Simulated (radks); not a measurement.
Values are calculated unless marked as measured or tabulated.
Q: These are the eigenvalues of the occupied orbitals of an atom or ion with whole-number occupations (hartree). Level of theory: non-relativistic Kohn-Sham, LDA (Slater exchange, Perdew-Wang correlation), spin-unpolarised, spherical densities, point nucleus (a radial shooting solver on a logarithmic mesh with Libxc functionals).

orbital  eigenvalue
1s        -1531.358
2s        -258.2501
2p        -246.0231
3s        -72.04614
3p        -66.71980
3d        -56.83276
4s        -28.71074
4p        -26.58285
4d        -22.80732

Which element is it, and in what charge state? The configuration may be excited.

A: Z = 60, neodymium, charge +21: Nd21+ in [Kr] 4d3. The list shows which subshells hold electrons but not how many an open one holds; the 1s level, -1531.4 hartree, gives Z - s = 55.3 by -(Z - s)^2/2, which with screening narrows Z to a few neighbours, and the depths of the outer levels then fix element, charge and occupations together.
